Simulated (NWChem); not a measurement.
All runs are NWChem calculations. System: diarsenic (As2), charge 0, spin multiplicity 1, at a geometry optimised with PBE0/def2-SVP. Level: G0W0@PBE0/def2-SVP, RI basis def2-svp-rifit.

Input file:

```
start mol
memory heap 200 mb stack 700 mb global 1700 mb
geometry units angstroms nocenter noautoz
  As     0.000000     0.000000     1.045631
  As     0.000000     0.000000    -1.045631
  symmetry group D2h
end
basis spherical
  * library def2-svp
end
basis "ri basis" bse spherical
  * library def2-svp-rifit
end
dft
  xc pbe0
  iterations 100
  direct
  tolerances tight
end
task dft energy
gw
  states alpha occ 4 vir 2
end
task dft gw
```

Output (cleaned and shortened):

```
             Northwest Computational Chemistry Package (NWChem) 7.3.0
             --------------------------------------------------------

                                NWChem Input Module
                                -------------------

 Scaling coordinates for geometry "geometry" by  1.889725989
 (inverse scale =  0.529177249)

 Turning off AUTOSYM since
 SYMMETRY directive was detected!

                             Geometry "geometry" -> ""
                             -------------------------

 Output coordinates in angstroms (scale by  1.889725989 to convert to a.u.)

  No.       Tag          Charge          X              Y              Z
 ---- ---------------- ---------- -------------- -------------- --------------
    1 As                  33.0000     0.00000000     0.00000000     1.04563100
    2 As                  33.0000     0.00000000     0.00000000    -1.04563100

 Effective nuclear repulsion energy (a.u.)     275.5628056937

            Nuclear Dipole moment (a.u.)
            ----------------------------
        X                 Y               Z
 ---------------- ---------------- ----------------
     0.0000000000     0.0000000000     0.0000000000

      Symmetry information
      --------------------

 Group name             D2h
 Group number             26
 Group order               8
 No. of unique centers     1

      Symmetry unique atoms

     1


 Summary of "ao basis" -> "" (spherical)
 ------------------------------------------------------------------------------
       Tag                 Description            Shells   Functions and Types
 ---------------- ------------------------------  ------  ---------------------
 *                          def2-svp                  on all atoms

 new library libraries.bse/

 Summary of "ri basis" -> "" (spherical)
 ------------------------------------------------------------------------------
       Tag                 Description            Shells   Functions and Types
 ---------------- ------------------------------  ------  ---------------------
 *                       def2-svp-rifit               on all atoms

                                 NWChem DFT Module
                                 -----------------

 Summary of "ao basis" -> "ao basis" (spherical)
 ------------------------------------------------------------------------------
       Tag                 Description            Shells   Functions and Types
 ---------------- ------------------------------  ------  ---------------------
 As                         def2-svp                12       32   5s4p3d

 Summary of "ao basis" -> "ao basis" (spherical)
 ------------------------------------------------------------------------------
       Tag                 Description            Shells   Functions and Types
 ---------------- ------------------------------  ------  ---------------------
 As                         def2-svp                12       32   5s4p3d

      Symmetry analysis of basis
      --------------------------

        ag         15
        au          3
        b1g         3
        b1u        15
        b2g         7
        b2u         7
        b3g         7
        b3u         7

            General Information
            -------------------
          SCF calculation type: DFT
          Wavefunction type:  closed shell.
          No. of atoms     :     2
          No. of electrons :    66
           Alpha electrons :    33
            Beta electrons :    33
          Charge           :     0
          Spin multiplicity:     1
          Use of symmetry is: on ; symmetry adaption is: on
          Maximum number of iterations: 100
          This is a Direct SCF calculation.
          AO basis - number of functions:    64
                     number of shells:    24
          Convergence on energy requested:  1.00D-06
          Convergence on density requested:  1.00D-05
          Convergence on gradient requested:  5.00D-04

              XC Information
              --------------
                         PBE0 Method XC Functional
                     Hartree-Fock (Exact) Exchange  0.250
          PerdewBurkeErnzerhof Exchange Functional  0.750
            Perdew 1991 LDA Correlation Functional  1.000 local
           PerdewBurkeErnz. Correlation Functional  1.000 non-local

             Grid Information
             ----------------
          Grid used for XC integration:  medium
          Radial quadrature: Mura-Knowles
          Angular quadrature: Lebedev.
          Tag              B.-S. Rad. Rad. Pts. Rad. Cut. Ang. Pts.
          ---              ---------- --------- --------- ---------
          As                  1.15      112           8.0       590
          Grid pruning is: on
          Number of quadrature shells:   112
          Spatial weights used:  Erf1

          Convergence Information
          -----------------------
          Convergence aids based upon iterative change in
          total energy or number of iterations.
          Levelshifting, if invoked, occurs when the
          HOMO/LUMO gap drops below (HL_TOL):  1.00D-02
          DIIS, if invoked, will attempt to extrapolate
          using up to (NFOCK): 10 stored Fock matrices.

                    Damping( 0%)  Levelshifting(0.5)       DIIS
                  --------------- ------------------- ---------------
          dE  on:    start            ASAP                start
          dE off:    2 iters        100 iters           100 iters

      Screening Tolerance Information
      -------------------------------
          Density screening/tol_rho:  1.00D-10
[...]
 ---------------- ----- ----------------- --------- --------- ---------  ------
 d= 0,ls=0.0,diis     1  -4470.6504398044 -4.75D+03  7.64D-03  1.52D-01     0.8

 !! scf_movecs_sym_adapt:   28 vectors were symmetry contaminated

  Symmetry fudging

 !! scf_movecs_sym_adapt:   28 vectors were symmetry contaminated

 d= 0,ls=0.0,diis     2  -4470.6635890364 -1.31D-02  1.35D-03  2.48D-02     1.1

 !! scf_movecs_sym_adapt:   28 vectors were symmetry contaminated

  Symmetry fudging

 !! scf_movecs_sym_adapt:   28 vectors were symmetry contaminated

 d= 0,ls=0.0,diis     3  -4470.6649746419 -1.39D-03  3.89D-04  1.43D-03     1.5

 !! scf_movecs_sym_adapt:   28 vectors were symmetry contaminated

  Symmetry fudging

 !! scf_movecs_sym_adapt:   28 vectors were symmetry contaminated

 d= 0,ls=0.0,diis     4  -4470.6650632357 -8.86D-05  1.16D-04  4.96D-05     1.8

 !! scf_movecs_sym_adapt:   28 vectors were symmetry contaminated

  Symmetry fudging

 !! scf_movecs_sym_adapt:   28 vectors were symmetry contaminated

 d= 0,ls=0.0,diis     5  -4470.6650663221 -3.09D-06  2.16D-05  2.47D-06     2.1

 !! scf_movecs_sym_adapt:   28 vectors were symmetry contaminated

  Symmetry fudging

 !! scf_movecs_sym_adapt:   28 vectors were symmetry contaminated

 d= 0,ls=0.0,diis     6  -4470.6650666991 -3.77D-07  1.42D-06  1.33D-09     2.4

         Total DFT energy =    -4470.665066699086
      One electron energy =    -6778.412101210315
           Coulomb energy =     2197.778167144218
    Exchange-Corr. energy =     -165.593938326713
 Nuclear repulsion energy =      275.562805693725

 Numeric. integr. density =       66.000000082436

     Total iterative time =      2.1s

                  Occupations of the irreducible representations
                  ----------------------------------------------

                     irrep           alpha         beta
                     --------     --------     --------
                     ag                9.0          9.0
                     au                1.0          1.0
                     b1g               1.0          1.0
                     b1u               8.0          8.0
                     b2g               3.0          3.0
                     b2u               4.0          4.0
                     b3g               3.0          3.0
                     b3u               4.0          4.0

                       DFT Final Molecular Orbital Analysis
                       ------------------------------------

 Vector   31  Occ=2.000000D+00  E=-2.880624D-01  Symmetry=ag
              MO Center= -2.6D-31, -9.4D-32,  7.8D-16, r^2= 3.6D+00
   Bfn.  Coefficient  Atom+Function         Bfn.  Coefficient  Atom+Function
  ----- ------------  ---------------      ----- ------------  ---------------
    14      0.388391  1 As pz                46     -0.388391  2 As pz
    17      0.316984  1 As pz                49     -0.316984  2 As pz
    11     -0.233362  1 As pz                43      0.233362  2 As pz
     5      0.206291  1 As s                 37      0.206291  2 As s
     4      0.152955  1 As s                 36      0.152955  2 As s

 Vector   32  Occ=2.000000D+00  E=-2.729876D-01  Symmetry=b2u
              MO Center= -5.9D-17, -2.4D-16,  1.7D-16, r^2= 2.7D+00
   Bfn.  Coefficient  Atom+Function         Bfn.  Coefficient  Atom+Function
  ----- ------------  ---------------      ----- ------------  ---------------
    16      0.364948  1 As py                48      0.364948  2 As py
    13      0.340016  1 As py                45      0.340016  2 As py
    10     -0.207638  1 As py                42     -0.207638  2 As py
     7      0.067443  1 As py                39      0.067443  2 As py
    29     -0.050756  1 As d -1              61      0.050756  2 As d -1

 Vector   33  Occ=2.000000D+00  E=-2.729876D-01  Symmetry=b3u
              MO Center= -1.7D-17, -3.7D-17,  1.0D-16, r^2= 2.7D+00
   Bfn.  Coefficient  Atom+Function         Bfn.  Coefficient  Atom+Function
  ----- ------------  ---------------      ----- ------------  ---------------
    15      0.364948  1 As px                47      0.364948  2 As px
    12      0.340016  1 As px                44      0.340016  2 As px
     9     -0.207638  1 As px                41     -0.207638  2 As px
     6      0.067443  1 As px                38      0.067443  2 As px
    31      0.050756  1 As d  1              63     -0.050756  2 As d  1

 Vector   34  Occ=0.000000D+00  E=-9.441042D-02  Symmetry=b2g
              MO Center=  1.5D-17,  3.4D-19,  1.9D-17, r^2= 3.6D+00
   Bfn.  Coefficient  Atom+Function         Bfn.  Coefficient  Atom+Function
  ----- ------------  ---------------      ----- ------------  ---------------
    15      0.582276  1 As px                47     -0.582276  2 As px
    12      0.354540  1 As px                44     -0.354540  2 As px
     9     -0.215668  1 As px                41      0.215668  2 As px
     6      0.069794  1 As px                38     -0.069794  2 As px
    31     -0.034409  1 As d  1              63     -0.034409  2 As d  1

 Vector   35  Occ=0.000000D+00  E=-9.441042D-02  Symmetry=b3g
              MO Center= -3.9D-19,  1.5D-17,  2.2D-17, r^2= 3.6D+00
   Bfn.  Coefficient  Atom+Function         Bfn.  Coefficient  Atom+Function
  ----- ------------  ---------------      ----- ------------  ---------------
    16      0.582276  1 As py                48     -0.582276  2 As py
    13      0.354540  1 As py                45     -0.354540  2 As py
    10     -0.215668  1 As py                42      0.215668  2 As py
     7      0.069794  1 As py                39     -0.069794  2 As py
    29      0.034409  1 As d -1              61      0.034409  2 As d -1

 Vector   36  Occ=0.000000D+00  E= 6.960528D-02  Symmetry=b1u
              MO Center= -1.7D-16, -1.7D-16, -5.2D-16, r^2= 4.8D+00
   Bfn.  Coefficient  Atom+Function         Bfn.  Coefficient  Atom+Function
  ----- ------------  ---------------      ----- ------------  ---------------
    17      1.296864  1 As pz                49      1.296864  2 As pz
     5     -0.892529  1 As s                 37      0.892529  2 As s
     4     -0.443118  1 As s                 36      0.443118  2 As s
    14      0.244509  1 As pz                46      0.244509  2 As pz
     3      0.221701  1 As s                 35     -0.221701  2 As s

 center of mass
 --------------
 x =   0.00000000 y =   0.00000000 z =   0.00000000

 moments of inertia (a.u.)
 ------------------
         585.048151349117           0.000000000000           0.000000000000
           0.000000000000         585.048151349117           0.000000000000
           0.000000000000           0.000000000000           0.000000000000

     Multipole analysis of the density
     ---------------------------------

     L   x y z        total         alpha         beta         nuclear
     -   - - -        -----         -----         ----         -------
     0   0 0 0     -0.000000    -33.000000    -33.000000     66.000000

     1   1 0 0      0.000000      0.000000      0.000000      0.000000
     1   0 1 0     -0.000000     -0.000000     -0.000000      0.000000
     1   0 0 1      0.000000      0.000000      0.000000      0.000000

     2   2 0 0    -26.188347    -13.094174    -13.094174      0.000000
     2   1 1 0     -0.000000     -0.000000     -0.000000      0.000000
     2   1 0 1      0.000000      0.000000      0.000000      0.000000
     2   0 2 0    -26.188347    -13.094174    -13.094174      0.000000
     2   0 1 1     -0.000000     -0.000000     -0.000000      0.000000
     2   0 0 2    -25.583766   -141.637162   -141.637162    257.690559

 Task  times  cpu:        2.4s     wall:        2.4s

                                NWChem Input Module
                                -------------------

                                 NWChem GW Module
                                 ----------------

                             ***********************
                             ***        GW       ***
                             ***********************

 Summary of "ri basis" -> "ri basis" (spherical)
 ------------------------------------------------------------------------------
       Tag                 Description            Shells   Functions and Types
 ---------------- ------------------------------  ------  ---------------------
 As                      def2-svp-rifit             33      127   10s9p7d4f3g

                 Memory Information
                 ------------------
          Available GA per process is          1700.0 MBs
          Available stack per process is        700.0 MBs
          Available heap per process is           0.0 MBs

          Peak memory in Initialization
              Peak GA per process is                  4.7 MBs
              Peak stack per process is               0.0 MBs
              Peak heap per process is                5.1 MBs
              Memory not in MA per process            0.0 MBs

          Peak memory in AFF Calculation
              Peak GA per process is                 14.2 MBs
              Peak stack per process is               8.0 MBs
              Peak heap per process is                0.0 MBs
              Memory not in MA per process            8.0 MBs

          Computing 2-center integrals
          Computing Inverse Cholesky factor
          Computing 3-center integrals
          Computing V_xc ...

          Computing Sigma_x
          Computing RPA polarizability
          Solving quasiparticle equations

                  Alpha Orbitals
          State     Energy (eV)     Error (eV)
          -----------------------------------
@GW        30        -14.191           0.004
@GW        31         -9.414           0.003
@GW        32         -9.137           0.004
@GW        33         -9.137           0.004
@GW        34          0.315           0.002
@GW        35          0.315           0.002

   Applying  -1.7087 eV scissor-shift to rest of particle states

   Applying   2.8837 eV scissor-shift to rest of hole states

     GW Timing Statistics
   ------------------------
   Init.   :          0.0s
     ERIs  :          0.3s
     Distr.:          0.0s
     Vxc   :          0.3s
   Sigma_x :          0.0s
   RPA     :          0.3s
   Wmn     :          0.0s
   Sigma_c :          0.0s
   GW total:          1.0s

 Task  times  cpu:        1.0s     wall:        1.0s

 Total times  cpu:        3.4s     wall:        3.4s
```
